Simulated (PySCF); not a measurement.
PySCF input file for H6PSi, SMILES [PH3+][SiH3], charge +1, ADC(2)/aug-cc-pVDZ. Geometry optimised at B3LYP-D3(BJ)/def2-TZVP. The isomer is the one that the SMILES or the coordinates give; other isomers of the formula were not compared.

```python
import numpy as np
from pyscf import gto, scf, dft, adc

mol = gto.M(
    atom='''
    Si    0.00000000   -0.00000000   -1.21675488
    P     0.00000000    0.00000000    1.10713576
    H     1.24443970    0.71847759   -1.52507374
    H    -1.24443969    0.71847760   -1.52507373
    H    -0.00000001   -1.43695519   -1.52507374
    H     1.11228852   -0.64218009    1.66758437
    H    -1.11228853   -0.64218007    1.66758437
    H     0.00000001    1.28436015    1.66758437
    ''',
    basis='aug-cc-pVDZ',
    charge=1,
    spin=0,
    max_memory=1600,
    verbose=4,
)
mf = scf.RHF(mol)
mf.conv_tol = 1e-10
mf.max_cycle = 100
mf.kernel()
res = {}
for kind, nroots in (('ee', 6), ('ip', 6), ('ea', 2)):
    a = adc.ADC(mf).density_fit('aug-cc-pvdz-ri')
    a.method, a.method_type = 'adc(2)', kind
    e, v, p, x = a.kernel(nroots=nroots)
    res[kind] = (e * 27.211386245988, p)
for kind, (e, p) in res.items():
    print(kind, 'energies / eV', np.round(e, 3), 'strengths', np.round(p, 4))
```

Program output:

```
PySCF version 2.14.0

[INPUT] verbose = 4
[INPUT] num. atoms = 8
[INPUT] num. electrons = 34
[INPUT] charge = 1
[INPUT] spin (= nelec alpha-beta = 2S) = 0
[INPUT] symmetry False subgroup None
[INPUT] Mole.unit = angstrom
[INPUT] Symbol           X                Y                Z      unit          X                Y                Z       unit  Magmom
[INPUT]  1 Si     0.000000000000   0.000000000000  -1.216754880000 AA    0.000000000000   0.000000000000  -2.299333483928 Bohr   0.0
[INPUT]  2 P      0.000000000000   0.000000000000   1.107135760000 AA    0.000000000000   0.000000000000   2.092183369112 Bohr   0.0
[INPUT]  3 H      1.244439700000   0.718477590000  -1.525073740000 AA    2.351650211536   1.357725871738  -2.881971688366 Bohr   0.0
[INPUT]  4 H     -1.244439690000   0.718477600000  -1.525073730000 AA   -2.351650192639   1.357725890635  -2.881971669469 Bohr   0.0
[INPUT]  5 H     -0.000000010000  -1.436955190000  -1.525073740000 AA   -0.000000018897  -2.715451762372  -2.881971688366 Bohr   0.0
[INPUT]  6 H      1.112288520000  -0.642180090000   1.667584370000 AA    2.101920674298  -1.213544492749   3.151277748905 Bohr   0.0
[INPUT]  7 H     -1.112288530000  -0.642180070000   1.667584370000 AA   -2.101920693195  -1.213544454954   3.151277748905 Bohr   0.0
[INPUT]  8 H      0.000000010000   1.284360150000   1.667584370000 AA    0.000000018897   2.427088928805   3.151277748905 Bohr   0.0

nuclear repulsion = 97.5595456376355
number of shells = 46
number of NR pGTOs = 166
number of NR cGTOs = 108
basis = aug-cc-pVDZ
ecp = {}


[settings echo left out]
init E= -632.885337806259
  HOMO = -0.368060224898485  LUMO = 0.0216028937185824  gap/eV = 10.60327
cycle= 1 E= -632.846910995087  delta_E= 0.0384  |g|= 0.345  |ddm|= 2.17
  HOMO = -0.713678580501037  LUMO = -0.131817028034094  gap/eV = 15.83326
cycle= 2 E= -632.905745597248  delta_E= -0.0588  |g|= 0.0927  |ddm|= 0.707
  HOMO = -0.667945478590292  LUMO = -0.108206640339534  gap/eV = 15.23127
cycle= 3 E= -632.90996779211  delta_E= -0.00422  |g|= 0.0275  |ddm|= 0.219
  HOMO = -0.674866629897887  LUMO = -0.107248711382908  gap/eV = 15.44567
cycle= 4 E= -632.910468357286  delta_E= -0.000501  |g|= 0.00477  |ddm|= 0.101
  HOMO = -0.675896081531628  LUMO = -0.107491703839968  gap/eV = 15.46707
cycle= 5 E= -632.910487472415  delta_E= -1.91e-05  |g|= 0.00092  |ddm|= 0.0261
  HOMO = -0.676140632827594  LUMO = -0.107541312406407  gap/eV = 15.47238
cycle= 6 E= -632.910488208382  delta_E= -7.36e-07  |g|= 0.000134  |ddm|= 0.00563
  HOMO = -0.676143263840699  LUMO = -0.107544855392845  gap/eV = 15.47235
cycle= 7 E= -632.91048822432  delta_E= -1.59e-08  |g|= 1.66e-05  |ddm|= 0.000722
  HOMO = -0.676144139197024  LUMO = -0.107545809972303  gap/eV = 15.47235
cycle= 8 E= -632.91048822456  delta_E= -2.4e-10  |g|= 3.35e-06  |ddm|= 6.39e-05
  HOMO = -0.676143746505554  LUMO = -0.107545834559014  gap/eV = 15.47234
cycle= 9 E= -632.910488224572  delta_E= -1.23e-11  |g|= 6.16e-07  |ddm|= 1.33e-05
  HOMO = -0.676143750516912  LUMO = -0.107545858402089  gap/eV = 15.47234
Extra cycle  E= -632.910488224572  delta_E=    0  |g|= 2.32e-07  |ddm|= 2.18e-06
converged SCF energy = -632.910488224572

******** <class 'pyscf.adc.radc.RADC'> ********
******** ADC Orbital Information ********
Number of Frozen Occupied Orbitals: 0
Number of Frozen Virtual Orbitals: 0
Number of Active Occupied Orbitals: 17
Number of Active Virtual Orbitals: 91
*****************************************
******** <class 'pyscf.df.df.DF'> ********
auxbasis = aug-cc-pvdz-ri
Reference correlation energy (doubles): -0.25330101
MP2 correlation energy of reference state (a.u.) = -0.25330101

******** <class 'pyscf.adc.radc_ee.RADCEE'> ********
max_space = 12
max_cycle = 50
conv_tol = 1e-08

*************************************************************
        ADC calculation summary (singlet states only)
*************************************************************
adc(2) root 0  |  Energy (Eh) =   0.3315580651  |  Energy (eV) =   9.02215450  |  Osc. strength = 0.01011835  |  conv = True
adc(2) root 1  |  Energy (Eh) =   0.3315581091  |  Energy (eV) =   9.02215570  |  Osc. strength = 0.01011805  |  conv = True
adc(2) root 2  |  Energy (Eh) =   0.3484907812  |  Energy (eV) =   9.48291717  |  Osc. strength = 0.00705464  |  conv = True
adc(2) root 3  |  Energy (Eh) =   0.3484908156  |  Energy (eV) =   9.48291811  |  Osc. strength = 0.00705454  |  conv = True
adc(2) root 4  |  Energy (Eh) =   0.3503517782  |  Energy (eV) =   9.53355748  |  Osc. strength = 0.40372002  |  conv = True
adc(2) root 5  |  Energy (Eh) =   0.3655147677  |  Energy (eV) =   9.94616344  |  Osc. strength = 0.00000000  |  conv = False

WARN: Davidson iterations for 1 root(s) did not converge!!!


******** <class 'pyscf.adc.radc.RADC'> ********
******** ADC Orbital Information ********
Number of Frozen Occupied Orbitals: 0
Number of Frozen Virtual Orbitals: 0
Number of Active Occupied Orbitals: 17
Number of Active Virtual Orbitals: 91
*****************************************
******** <class 'pyscf.df.df.DF'> ********
auxbasis = aug-cc-pvdz-ri
Reference correlation energy (doubles): -0.25330101
MP2 correlation energy of reference state (a.u.) = -0.25330101

******** <class 'pyscf.adc.radc_ip.RADCIP'> ********
max_space = 12
max_cycle = 50
conv_tol = 1e-08

*************************************************************
        ADC calculation summary (doublet states only)
*************************************************************
adc(2) root 0  |  Energy (Eh) =   0.6519331553  |  Energy (eV) =  17.74000475  |  Spec. factor = 1.84251668  |  conv = True
adc(2) root 1  |  Energy (Eh) =   0.6647227785  |  Energy (eV) =  18.08802812  |  Spec. factor = 1.85258643  |  conv = True
adc(2) root 2  |  Energy (Eh) =   0.6647227790  |  Energy (eV) =  18.08802813  |  Spec. factor = 1.85258643  |  conv = True
adc(2) root 3  |  Energy (Eh) =   0.7589280575  |  Energy (eV) =  20.65148434  |  Spec. factor = 1.83888211  |  conv = True
adc(2) root 4  |  Energy (Eh) =   0.7589280586  |  Energy (eV) =  20.65148437  |  Spec. factor = 1.83888211  |  conv = True
adc(2) root 5  |  Energy (Eh) =   0.8758747736  |  Energy (eV) =  23.83376657  |  Spec. factor = 1.79007168  |  conv = True

******** <class 'pyscf.adc.radc.RADC'> ********
******** ADC Orbital Information ********
Number of Frozen Occupied Orbitals: 0
Number of Frozen Virtual Orbitals: 0
Number of Active Occupied Orbitals: 17
Number of Active Virtual Orbitals: 91
*****************************************
******** <class 'pyscf.df.df.DF'> ********
auxbasis = aug-cc-pvdz-ri
Reference correlation energy (doubles): -0.25330101
MP2 correlation energy of reference state (a.u.) = -0.25330101

******** <class 'pyscf.adc.radc_ea.RADCEA'> ********
max_space = 12
max_cycle = 50
conv_tol = 1e-08

*************************************************************
        ADC calculation summary (doublet states only)
*************************************************************
adc(2) root 0  |  Energy (Eh) =  -0.1378992204  |  Energy (eV) =  -3.75242892  |  Spec. factor = 1.92051186  |  conv = True
adc(2) root 1  |  Energy (Eh) =  -0.1166310417  |  Energy (eV) =  -3.17369230  |  Spec. factor = 1.92843412  |  conv = True
ee energies / eV [9.022 9.022 9.483 9.483 9.534 9.946] strengths [0.0101 0.0101 0.0071 0.0071 0.4037 0.    ]
ip energies / eV [17.74  18.088 18.088 20.651 20.651 23.834] strengths [1.8425 1.8526 1.8526 1.8389 1.8389 1.7901]
ea energies / eV [-3.752 -3.174] strengths [1.9205 1.9284]
```

The run did not converge; its last values are not results.
